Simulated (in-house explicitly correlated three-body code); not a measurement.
Values are calculated unless marked as measured or tabulated.
Taking the two-electron ground state apart, Z = 1.64

A variational code in 260 exponentially correlated functions gives, for two electrons around a point charge Z = 1.64 (non-relativistic, fixed nucleus, atomic units): E = -1.8176653, <1/r> = 1.328505 per electron, <1/r12> = 0.722166. From its density, U = 1.596242 (Hartree energy) and T_s = 1.783025 (kinetic energy of the doubly filled orbital √(n/2)). Further, <r²> = 2.02048 per electron, <r12²> = 4.29271 and <p1·p2> = 0.113187.

(1) Check the virial theorem, and compare with the screened hydrogenic estimate.

(2) Find the exchange and correlation energies of density-functional theory.

(3) What do the second moments say about angular correlation and diamagnetism?

(4) How does a model nuclear mass of 3.3 u change the ionisation energy, to first order in m/M (1 hartree = 27.211386 eV)?

## Answers

(1) V = −2Z<1/r> + <1/r12> = -4.357496 + 0.722166 = -3.635330, and 2E = -3.635331, so T = −E = 1.817665. A product of 1s orbitals with exponent Z − 5/16 = 1.3275 gives −1.3275² = -1.76226, which is 55.4 millihartree too high.

(2) For two electrons in one orbital E_x = −U/2 = -0.798121. The potential part of correlation is U_c = <1/r12> − U − E_x = -0.075955, the kinetic part T_c = T − T_s = 0.034640, and E_c = T_c + U_c = -0.041315 hartree. Restricted Hartree-Fock gives -1.776484, so the correlation energy of wave-function theory is -0.041181.

(3) From r12² = r1² + r2² − 2 r1·r2, <r1·r2> = <r²> − <r12²>/2 = -0.12587 bohr². It vanishes for a product of s orbitals, and its negative sign shows that the electrons favour opposite sides of the nucleus. The Langevin susceptibility is −0.79199e-6 × 2<r²> = -3.2e-6 cm³/mol.

(4) m/M = 1/(3.3 × 1822.8885) = 1.66236e-04. With a fixed nucleus the second electron is bound by −Z²/2 − E = 0.472865 hartree = 12.8673 eV. The reduced mass scales this by 1 − m/M, a change of -2.139 meV. The mass-polarisation term raises the two-electron state by (m/M)<p1·p2> = 18.82 microhartree, a further -0.512 meV. The sum is 12.8647 eV, before relativistic and QED terms.
